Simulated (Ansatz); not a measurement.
C₂H₃BrO₂, SMILES `O=CC(O)Br`, relaxed with RKS PBE-D4/def2-SVP in Ansatz 0.2.0 from a rough embedded geometry. The force threshold is 0.03 eV/Å; the program also tests the step.

The species carries charge 0 and has multiplicity 1.

Start:

```xyz
8

O    -1.292   -0.979    0.867
C    -0.760    0.098    0.693
C     0.246    0.317   -0.416
O     0.410   -0.683   -1.306
Br    1.983    0.511    0.498
H    -0.957    0.975    1.363
H     0.085    1.276   -0.902
H     0.284   -1.515   -0.798
```

(1) How much energy does the relaxation release, and in how many steps? (Estimate.)

(2) Which bonds change most? (Estimate.)

(3) Give the relaxed structure. (An estimate is asked.)

## Answers

(1) Computed: 21.62 kJ/mol, in 7 steps.

(2) Computed: C3–Br5 from 1.973 to 2.087 Å; C3–H7 from 1.087 to 1.106 Å; O4–H8 from 0.982 to 0.994 Å; C3–O4 from 1.349 to 1.340 Å.

(3) Computed: 
```xyz
8

O    -1.134   -1.060    0.827
C    -0.695    0.067    0.676
C     0.271    0.323   -0.470
O     0.358   -0.727   -1.298
Br    1.974    0.669    0.686
H    -0.936    0.926    1.355
H     0.175    1.289   -1.000
H    -0.013   -1.487   -0.775
```
